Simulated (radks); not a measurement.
Results of a calculation; reference values are marked as such.
Spherical quantum dot in the effective-mass picture: electrons in a hard-walled sphere of radius 2.98, all in effective atomic units (hartree* = m*/eps^2 hartree, bohr* = eps/m* bohr), one dielectric constant everywhere. Level of theory: non-relativistic Kohn-Sham, PBE, spin-polarised, spherical densities (a radial shooting solver with Libxc functionals). Levels are named by radial order and angular momentum (1s, 1p, 1d, 2s, ...), and open shells are averaged over m. Results are scaled to m* = 0.345 and eps = 17.5, for which hartree* = 30.65 meV and bohr* = 2.684 nm.

N = 23, configuration 1s2 1p6 1d10 1f(up 5, down 0). This is the lowest configuration that the search found. Occupied and some empty levels:

level,occupation,eigenvalue (meV),<r> (nm)
1s up,1,320.79,5.269
1s down,1,322.88,5.227
1p up,3,330.34,5.515
1p down,3,332.65,5.491
1d up,5,346.47,5.716
1d down,5,348.94,5.702
1f up,5,368.29,5.880
1f down,0,370.89,5.871
2s up,0,380.31,3.620
2s down,0,381.08,3.631
1g up,0,395.31,6.017
1g down,0,398.01,6.011
2p up,0,410.46,4.200
2p down,0,411.49,4.198
2d up,0,446.25,4.570
2d down,0,447.53,4.565

Energy (meV): total 4528.04, kinetic 1384.1, external 0, Hartree 3543.6, exchange-correlation -399.72.

Electron density:

r (nm),n(r) (e/nm^3)
0.628,0.0008216
1.23,0.001166
1.82,0.001895
2.42,0.003250
3.02,0.005529
3.61,0.008929
4.21,0.01332
4.81,0.01786
5.40,0.02072
6.00,0.01969
6.60,0.01376
7.19,0.005506
7.79,0.0003757
